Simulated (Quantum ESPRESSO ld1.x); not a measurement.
Values are calculated unless marked as measured or tabulated.
Species: Er18+. Configuration: [Kr] 4d10 4f4. Level of theory: scalar-relativistic Kohn-Sham, revPBE, spin-unpolarised, spherical densities, point nucleus (ld1.x of Quantum ESPRESSO 7.5). Some entries of the table are withheld. Estimate them.

| orbital | occ. | eigenvalue (eV) | r(max) (bohr) | <1/r> (bohr^-1) |
|---|---|---|---|---|
| 1s | 2 | -57832.7 | 0.013 | 77.59 |
| 2s | 2 | -10093.8 | 0.073 | 18.06 |
| 2p | 6 | -8978.41 | (1) | 16.67 |
| 3s | 2 | -2617.15 | 0.208 | 6.665 |
| 3p | 6 | -2277.88 | 0.204 | 6.226 |
| 3d | 10 | (2) | 0.166 | 5.899 |
| 4s | 2 | -861.044 | 0.470 | 2.894 |
| 4p | 6 | -745.802 | 0.489 | 2.677 |
| 4d | 10 | -591.565 | 0.497 | 2.430 |
| 4f | 4 | -419.745 | 0.455 | 2.121 |
| 5s | 0 | -396.154 | 0.957 | 1.418 |
| 5p | 0 | -354.456 | 1.02 | (3) |

Answer. 
(1) 2p r(max) (bohr): 0.060
(2) 3d eigenvalue (eV): -1853.89
(3) 5p <1/r> (bohr^-1): 1.315
